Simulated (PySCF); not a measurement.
Two-component Hartree-Fock for Pb⁺ (lead, charge +1)

Start: [Xe] 4f14 5d10 6s2 7s1; 7s1/2 filled at m_j = +1/2. Calculated with PySCF 2.14 in x2c-SVPall-2c with one added diffuse shell each of s, p type (8s12p7d2f, 93 functions): generalised Hartree-Fock with the X2C-1e Hamiltonian and a Gaussian nucleus; one run each with spin-orbit coupling (SO) switched off, then screened by Boettger's factors. This is a chosen level, not necessarily the ground level.

| spinor shell | electrons | ε, spin-free (eV) | ε, screened SO (eV) | weight of nominal j (screened SO) | rms radius, screened SO (bohr) |
| --- | --- | --- | --- | --- | --- |
| 1s1/2 | 2 | -88514.7 | -88475.7 | 1.000 | 0.0181 |
| 2s1/2 | 2 | -16000.8 | -15988.3 | 1.000 | 0.0730 |
| 2p1/2 | 2 | -13747.2 | -15331.8 | 1.000 | 0.0617 |
| 2p3/2 | 4 | -13747.2 | -13136.6 | 1.000 | 0.0700 |
| 3s1/2 | 2 | -3923.4 | -3919.2 | 1.000 | 0.186 |
| 3p1/2 | 2 | -3267.4 | -3623.6 | 1.000 | 0.178 |
| 3d3/2 | 4 | -2584.6 | -2645.0 | 1.000 | 0.171 |
| 3d5/2 | 6 | -2584.6 | -2540.5 | 1.000 | 0.175 |
| 4s1/2 | 2 | -937.01 | -935.67 | 1.000 | 0.408 |
| 4p1/2 | 2 | -718.28 | -806.31 | 1.000 | 0.412 |
| 4p3/2 | 4 | -718.28 | -683.21 | 1.000 | 0.446 |
| 4d3/2 | 4 | -458.76 | -471.73 | 1.000 | 0.459 |
| 4d5/2 | 6 | -458.76 | -448.87 | 1.000 | 0.464 |
| 5s1/2 | 2 | -178.88 | -178.68 | 1.000 | 0.916 |
| 4f5/2 | 6 | -170.86 | -173.00 | 1.000 | 0.495 |
| 4f7/2 | 8 | -170.86 | -168.12 | 1.000 | 0.496 |
| 5p1/2 | 2 | -115.77 | -132.29 | 1.000 | 0.983 |
| 5p3/2 | 4 | -115.77 | -109.35 | 1.000 | 1.07 |
| 5d3/2 | 4 | -40.888 | -42.358 | 1.000 | 1.36 |
| 5d5/2 | 6 | -40.888 | -39.789 | 1.000 | 1.39 |
| 6s1/2 | 2 | -25.176 | -25.203 | 1.000 | 2.37 |
| 7s1/2 | 1 | -7.262 | -7.263 | 1.000 | 6.27 |

Q: Where does 3p3/2 lie, and what is the 3p spin-orbit splitting (screened SO)?

A: At -3126.8 eV, 496.84 eV above 3p1/2.

```
   quantity     spin-free   screened SO
E (hartree)  -20864.00442  -20901.68781
        M_J           1/2           1/2
       ⟨J²⟩         0.750         0.750
       ⟨L²⟩         0.000         0.190
       ⟨S²⟩         0.750         0.941
```

Breit and QED terms are absent; they matter most for the inner s and p1/2 levels.

Densities and radii are taken from the X2C orbitals without a picture-change correction, which distorts them close to the nucleus.

Without spin-orbit coupling the j labels of p, d and f shells carry no meaning; the spin-free column gives the mean over the occupied spinors of each nl shell.
